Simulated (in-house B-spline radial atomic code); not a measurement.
The numbers below are computed, except where a source is named.
## Br in electron gases of falling density

A nucleus sits in a uniform electron gas with a rigid positive background. The Kohn-Sham equations are solved self-consistently in the spin-unpolarised LDA (PW92), non-relativistic, on B-splines with outgoing waves at the boundary and partial waves to l = 8. The model has no lattice, no bands and no magnetic solution. Atomic units; δ_l are the phase shifts at the Fermi level, counted so that each bound state adds π, and good to about 0.0005.

| r_s (bohr) | k_F | δ0/π | δ1/π | δ2/π | shallowest bound level (hartree) | σ_tr (bohr²) | Q (a.u.) |
| --- | --- | --- | --- | --- | --- | --- | --- |
| 1.5 | 1.2794 | 3.242 | 2.460 | 1.256 | s -0.303 | 16.92 | 1.532 |
| 1.65 | 1.1631 | 3.303 | 2.509 | 1.243 | s -0.336 | 23.48 | 1.452 |
| 1.8 | 1.0662 | 3.357 | 2.554 | 1.228 | p -0.000218 | 30.81 | 1.345 |
| 2 | 0.9596 | 3.421 | 2.606 | 1.204 | p -0.0197 | 40.59 | 1.162 |
| 2.07 | 0.9271 | 3.442 | 2.623 | 1.195 | p -0.0264 | 43.72 | 1.091 |
| 2.2 | 0.8723 | 3.477 | 2.652 | 1.179 | p -0.0382 | 48.83 | 0.955 |
| 2.4 | 0.7996 | 3.526 | 2.692 | 1.155 | p -0.0538 | 54.39 | 0.751 |
| 2.67 | 0.7188 | 3.582 | 2.738 | 1.125 | p -0.0696 | 57.16 | 0.515 |
| 3 | 0.6397 | 3.636 | 2.783 | 1.093 | p -0.0815 | 54.83 | 0.310 |
| 3.3 | 0.5816 | 3.673 | 2.814 | 1.070 | p -0.087 | 50.11 | 0.194 |
| 3.6 | 0.5331 | 3.701 | 2.838 | 1.053 | p -0.0893 | 45.19 | 0.123 |
| 4 | 0.4798 | 3.727 | 2.862 | 1.035 | p -0.0893 | 40.28 | 0.072 |

Q = n k_F σ_tr, with n = 3/(4π r_s³).

(1) How does the screening charge move between partial waves as the gas thins?

(2) What end-to-end powers of r_s do the first and last rows give for σ_tr and Q?

Results:

(1) By (2/π)(2l + 1) δ_l, at r_s = 1.5 it is s 6.48, p 14.76, d 12.56, f and beyond 1.20, and at r_s = 4 s 7.45, p 17.17, d 10.35, f and beyond 0.03. The free atom is [Ar] 3d10 4s2 4p5.

(2) σ_tr goes as r_s^+0.88 and Q as r_s^-3.12. Since n k_F/k_F² goes as r_s⁻², Q = 4π n Σ/k_F would fall as r_s⁻² at fixed phase shifts; the sum Σ (l + 1) sin²(δ_l − δ_(l+1)) is 2.205 in the first row and 0.738 in the last, and ranges from 0.74 to 2.99 between them, so these powers are no law.
